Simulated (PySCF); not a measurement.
Worked example: oscillator strength and radiative lifetime

C3H8Si2, SMILES C=C1C[SiH2][SiH2]1.

Coordinates come from a TPSSh-D3(BJ)/def2-SVP optimisation. This is a generated structure with no PubChem entry under its InChIKey; it may be hypothetical.

TDA-PBE/def2-SVPD (PySCF) puts the first singlet state with f over 0.02 at 5.67 eV (vertical), with the transition dipole (0.472, -0.704, -0.302) in atomic units.

Find the oscillator strength, the wavelength and the radiative lifetime that this transition would have in vacuum if emission retraced absorption.


|μ|² = 0.8096 au, so |μ| = 2.29 D. ΔE = 5.67/27.211 = 0.2084 hartree. f = (2/3) ΔE |μ|² = 0.112 (the program prints 0.112).
λ = 1239.84/5.67 = 219 nm; ν = 45732 cm⁻¹.
Einstein's coefficient A = 0.6670 ν² f s⁻¹ (ν in cm⁻¹) = 1.6e8 s⁻¹, so τ = 1/A = 6.4 ns. This state is S3; the lower singlets have f = 0.015, 0.003. The figure is the radiative limit of this one transition; relaxation, internal conversion, crossing to triplets and a medium change what is measured.
